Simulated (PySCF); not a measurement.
Excitations are Tamm–Dancoff values on a coarser integration grid. The basis has no diffuse functions, so Rydberg states are missing or too high.

Cartesian coordinates (Å):
SMILES: C([Si](Cl)(CC)CC)C
```xyz
23

C     -0.2240     2.5670     0.0383
C      0.1626     1.5488    -1.0444
Si     0.0036    -0.2457    -0.4951
Cl     0.7147    -1.4424    -2.0802
C      1.0870    -0.6168     1.0003
C      2.5670    -0.2591     0.8164
C     -1.7924    -0.7240    -0.1944
C     -2.0192    -2.1979     0.1641
H     -0.1188     3.6031    -0.3216
H      0.4103     2.4674     0.9344
H     -1.2695     2.4403     0.3639
H     -0.4597     1.6841    -1.9461
H      1.2034     1.7113    -1.3735
H      0.9780    -1.6893     1.2373
H      0.6585    -0.0731     1.8626
H      3.1658    -0.5252     1.7022
H      2.9949    -0.7893    -0.0489
H      2.7038     0.8203     0.6398
H     -2.3608    -0.4574    -1.1031
H     -2.1791    -0.0667     0.6062
H     -1.6262    -2.8592    -0.6238
H     -3.0892    -2.4269     0.2925
H     -1.5107    -2.4691     1.1035
```
Charge 0, multiplicity 1.

Question: Estimate the S1 excitation (TDA), S1–T1 gap (TDA), S1 oscillator strength, total energy and dipole moment that PBE-D3(BJ)/def2-TZVP // B3LYP-D3(BJ)/def2-SVP (PySCF 2.14.0) returns for this input.

Answer: 
- S1 excitation (TDA) = 6.65 eV
- S1–T1 gap (TDA) = 0.13 eV
- S1 oscillator strength = 0.009
- total energy = -26854.82 eV
- dipole moment = 2.18 D
